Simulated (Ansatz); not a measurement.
Cost and result for the atomization energy of GeH7NOSi (`[NH2][GeH2][SiH2]O`) (11 atoms, 10 bonds).

Z-matrix (Å, degrees):
```
Ge
Si 1 2.395
N 1 1.882 2 96.4
H 1 1.543 2 118.2 3 117.1
H 1 1.540 2 115.8 3 -111.7
O 2 1.645 1 99.5 3 7.4
H 2 1.487 1 113.2 3 125.9
H 2 1.488 1 113.0 3 -111.2
H 3 1.012 1 113.2 2 104.0
H 3 1.011 1 113.3 2 -133.3
H 6 0.977 2 110.0 1 -2.6
```

Charge 0, multiplicity 1. Correlated methods include outer-core shells of Ge, which these sets cover unevenly. Scalar relativity is left out up to krypton. All single points use the PBE0-D4/def2-TZVP geometry. It is one conformer, not always the lowest. Program: Ansatz. All runs use 4 threads of an Arm Neoverse V2 on a shared host. Times are those of one run each, without the atoms' runs, and a repeat can differ threefold. Electronic energies, without spin–orbit coupling; frozen cores. CCSD(T)/CBS adds CCSD(T) − MP2 in def2-TZVPP to the MP2 limit, and its time is that of the two runs behind it. T1 = 0.012. With those shells the extrapolation isn't a true limit. B3LYP takes the VWN-RPA correlation (the form of Gaussian; ORCA's B3LYP/G).

CCSD(T)/CBS is a level of theory with its own doubt, some kJ/mol a heavy atom from the limit and from the frozen cores, so smaller differences don't rank the functionals.

```
                             level  functions  wall time  atomization (kJ/mol)  difference from CCSD(T)/CBS  per bond
   PBE-D4/def2-TZVPP (with forces)        250      2.7 s                3487.3                         -7.6      -0.8
                PBE0-D4/def2-TZVPP        250      3.6 s                3430.9                        -64.0      -6.4
r2SCAN-D4/def2-TZVPP (with forces)        250      5.5 s                3466.2                        -28.7      -2.9
 B3LYP-D4/def2-TZVPP (with forces)        250      5.5 s                3469.1                        -25.8      -2.6
                 B2PLYP/def2-TZVPP        250        6 s                3428.5                        -66.4      -6.6
                ωB97X-V/def2-TZVPP        250        9 s                3500.0                          5.1       0.5
  ωB97M-V/def2-TZVPP (with forces)        250       13 s                3474.5                        -20.4      -2.0
                    MP2/def2-QZVPP        483       26 s                3467.5                        -27.4      -2.7
                CCSD(T)/def2-TZVPP        250    3.4 min                3395.0                        -99.9     -10.0
                 CCSD(T)/CBS(def2)          –    3.8 min                3494.9                          0.0       0.0
```

From PBE to PBE0 (25 % exact exchange), in def2-TZVPP and without D4, the atomization energy moves by −53.0 kJ/mol: exact exchange takes away binding that semilocal exchange gives to molecules. The D4 term adds +36.6 kJ/mol with B3LYP and +19.1 kJ/mol with PBE0; it sums over pairs of atoms, weighted by their polarisabilities, and B3LYP, whose exchange is more repulsive, gets the larger term. In def2-TZVPP, CCSD(T) changes the Hartree–Fock value by +972.4 kJ/mol (the triples alone add +48.1 kJ/mol) and MP2 by +985.9 kJ/mol; breaking electron pairs costs correlation energy, which Hartree–Fock lacks.
